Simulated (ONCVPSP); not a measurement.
**phosphorus (P): one change to an ONCV potential, before and after**

```
Element                 : phosphorus (P)
Generator               : ONCVPSP 4.0.1
Type                    : optimised norm-conserving Vanderbilt (ONCV)
Functional              : PBEsol
Relativity              : non-relativistic
Frozen core             : [Ne]
Valence charge          : 5
Reference configuration : 3s2 3p3
Partial waves           : 3s: rc 1.60 bohr, ncon 4, nbas 7, qcut 4.2 1/bohr, 2 projectors, debl 2.8 Ha; 3p: rc 1.75 bohr, ncon 3, nbas 6, qcut 3.8 1/bohr, 1 projector; d scattering state at 0.28 Ha: rc 1.40 bohr, ncon 5, nbas 10, qcut 6.7 1/bohr, 1 projector
Local potential         : polynomial inside 1.15 bohr (lpopt 5, dvloc0 6 Ha)
Core correction         : Teter function, fcfact 4.5, rcfact 1.8
```

All-electron outer shells of the reference configuration (PBEsol, non-relativistic, ld1.x):

| shell | level (eV) | outermost node (bohr) | outermost maximum (bohr) |
| --- | --- | --- | --- |
| 2s | -172.64 | 0.14 | 0.42 |
| 2p | -124.35 | – | 0.36 |
| 3s | -13.84 | 0.66 | 1.58 |
| 3p | -5.49 | 0.64 | 1.83 |

Change: s: nproj 1.

Cutoffs: the cutoffs (Ha) at which the residual kinetic energy of the hardest occupied pseudo-wave falls to 1 and 0.1 mHa per electron; they do not see the model core or the augmentation charge, which bear on the density cutoff. Errors are all-electron minus pseudo energies relative to the spin-unpolarised reference configuration.

Predict the effect on cutoff, ghosts and configuration errors.

The potential gets neither clearly harder nor softer (11 Ha and 39 Ha → 11 Ha and 39 Ha); of the 4 tests that both files solve, the error grows in 1 and shrinks in 2 by more than 15 % and 0.3 meV (median size 8.3 → 4.7 meV); the range in which the s phases agree narrows (upper end 4.8 → 1.6); neither file shows a bound ghost.

```csv
quantity,base,changed
"cutoff, loose",11 Ha,11 Ha
"cutoff, tight",39 Ha,39 Ha
bound ghosts,none,none
GHOST(+) flags under 300 eV,s at 203.7 eV,none
"error for 3s2 3p2, meV [ΔE 9.71 eV]",+1.7,+2.7
"error for 3s2 3p1, meV [ΔE 28.83 eV]",-13,-5.3
"error for 3s2 3p0, meV [ΔE 58.55 eV]",-131,-103
"error for 3s1 3p4, meV [ΔE 8.42 eV]",-4.1,-4.0
s: phases at 1.62 bohr within 0.05 rad from the reference energy up to (Ha; the scan ends near 5),4.8,1.6
p: phases at 1.77 bohr within 0.05 rad from the reference energy up to (Ha; the scan ends near 5),2.3,2.3
d: phases at 1.42 bohr within 0.05 rad from the reference energy up to (Ha; the scan ends near 5),4.8,4.8
"rms error of d²Exc/dni dnj with the model core, mHa",4.55,4.55
```
